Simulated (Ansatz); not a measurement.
System: Bi2, net charge 0, singlet state. SMILES: [Bi]#[Bi]
Geometry: optimised at B3LYP-D3(BJ)/def2-TZVP (Ansatz, a program for electronic structure).

Computed values are from Ansatz. Valence correlation only, unless marked. UHF or UKS for open shells. Spin-orbit coupling is left out. The frozen core is the preceding noble-gas configuration, with the filled d and f shells of earlier blocks. Past Kr the def2 sets carry scalar-relativistic core potentials. Basis-set limits of correlation are two-point, X^-3; Hartree-Fock from the larger set.

```json
{
  "atomisation energy De": "223.1 kJ/mol at CCSD(T)/CBS(def2-TZVPPD,def2-QZVPPD)",
  "total_energy": "-427.4141 Eh at CCSD(T)/CBS(def2-TZVPPD,def2-QZVPPD)",
  "dipole_moment": "0.00 D at CCSD(T)/def2-SVPD",
  "T1 diagnostic": "0.020 at CCSD/def2-QZVPPD"
}
```

The Hartree-Fock reference is unstable (checked in the largest basis), which strains HF and MP2.
